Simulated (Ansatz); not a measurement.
Born–Oppenheimer molecular dynamics of GaH6N (8 atoms, charge 0, multiplicity 1). It starts at the highest image of a converged band. Of that band: Neighbouring images differ by up to 2.0 eV, so the band resolves the path poorly. A vibrational analysis at the climbing image gives one clearly imaginary mode, 1821i cm⁻¹: a first-order saddle point.

The calculation used RHF/def2-SVP (Ansatz 0.2.0).

- ensemble: NVE (velocity Verlet)
- time step: 0.5 fs
- steps asked: 200
- starting velocities drawn for: 300 K
- seed: 4109

First frame:

```xyz
8
Properties=species:S:1:pos:R:3
Ga 0.010 -0.317 -0.082
H -0.207 0.018 1.766
H 1.389 0.299 -0.496
H -1.383 -0.069 -0.754
N 0.157 -2.063 0.847
H -0.571 -2.753 0.764
H 1.044 -2.531 0.917
H -0.069 -0.961 1.678
```

Q: How far do the bonds stretch over the last three quarters of this one trajectory? (Pairs bonded in most of those frames.)

A: 
| bond | mean (Å) | spread (Å) | shortest | longest |
| --- | --- | --- | --- | --- |
| Ga1–H3 | 1.580 | 0.032 | 1.52 | 1.63 |
| Ga1–H4 | 1.575 | 0.040 | 1.52 | 1.63 |
| Ga1–N5 | 1.817 | 0.056 | 1.75 | 1.92 |
| H2–H8 | 0.750 | 0.024 | 0.71 | 0.78 |
| N5–H6 | 1.003 | 0.019 | 0.97 | 1.04 |
| N5–H7 | 1.005 | 0.029 | 0.96 | 1.05 |

Mean temperature of the second half: 1794 K. The conserved energy stayed within 0.37 meV per atom of its start (net change 0.12 meV per atom), so the integration is sound. The kinetic energy rose, since the run started high on the potential surface and went downhill. It ends in pieces (GaH4N + H2), so much of that is their flight and rotation, not heat. A run of 0.1 ps of so small a system gives no equilibrium averages. The orbitals stay closed-shell, which can raise the energy where a bond breaks towards radicals; this wasn't checked here.

Time of the run: 5.7 min on 1 thread of AMD EPYC 7R43 64-Core Processor (Zen 3) (shared host), peak memory 0.17 GiB.
